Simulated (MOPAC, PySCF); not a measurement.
H$_{4}$BClN$_{2}$, SMILES `NB(N)Cl`, neutral singlet in the gas phase. 

Cartesian coordinates (Å):
SMILES: NB(N)Cl
```xyz
8

N      1.2664    -0.0700    -0.0367
B     -0.0595     0.3838     0.0121
N     -1.1855    -0.4519     0.0202
Cl    -0.3340     2.1547     0.0680
H      2.0441     0.5634    -0.0407
H      1.5201    -1.0409    -0.0702
H     -2.1183    -0.0849     0.0559
H     -1.1333    -1.4542    -0.0086
```
Charge 0, multiplicity 1.

All levels are single points at this geometry (CAM-B3LYP-D3(BJ)/def2-TZVP); Pople sets use spherical d functions. Orbital energies aren't observables, and empty levels follow the basis.

PM7 in MOPAC gives HOMO (eV) = -9.46.

Estimate the HOMO (eV) from each of these levels: CAM-B3LYP-D3(BJ)/def2-TZVP in PySCF; B3LYP/3-21G in PySCF; HF/6-31G* in PySCF; AM1 in MOPAC; PM6 in MOPAC.


| level | HOMO (eV) |
|---|---|
| CAM-B3LYP-D3(BJ)/def2-TZVP in PySCF | -8.78 |
| B3LYP/3-21G in PySCF | -6.50 |
| HF/6-31G* in PySCF | -10.68 |
| AM1 in MOPAC | -9.90 |
| PM6 in MOPAC | -9.49 |
